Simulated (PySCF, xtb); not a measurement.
C2H6O2Si, SMILES OC(=O)[SiH2]C.

GFN2-xTB run with xtb 6.7.1 at its own geometry gives an orbital gap of 3.63 eV and a dipole moment of 1.44 D.

Geometry: B3LYP-D3(BJ)/def2-SVP. The values are those of a single conformer.

Problem. What does PBE/def2-TZVP (PySCF) give? (The exact figures need the calculation; the answer reports its results.)

Solution. gap 4.58 eV (levels -6.29 and -1.71 eV), dipole 0.77 D.
